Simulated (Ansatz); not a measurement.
CH$_{5}$BTe, SMILES `B[Te]C` at its PBE0-D4/def2-TZVP geometry, where that method's forces vanish. Charge 0, multiplicity 1. Te takes the def2 core potential.

```xyz
8

B    -1.0018   -1.4490    0.3557
Te   -0.5737   -0.1929   -1.2531
C     0.7911    1.1478   -0.2889
H    -0.4888   -1.2493    1.4138
H    -1.7619   -2.3460    0.1617
H     1.7522    1.1003   -0.7962
H     0.8921    0.8310    0.7468
H     0.3909    2.1581   -0.3398
```

What forces (eV/Å) does PBE-D4/def2-TZVPP give on these atoms in the Gaussian-basis code of Ansatz? (An estimate is asked.)

The calculation gave: 
```
B1  -0.008 -0.028  0.040
Te2 -0.168 -0.107 -0.250
C3   0.071  0.068  0.053
H4   0.062  0.032  0.110
H5  -0.086 -0.095 -0.036
H6   0.185 -0.004 -0.099
H7   0.018 -0.063  0.197
H8  -0.073  0.196 -0.013
```
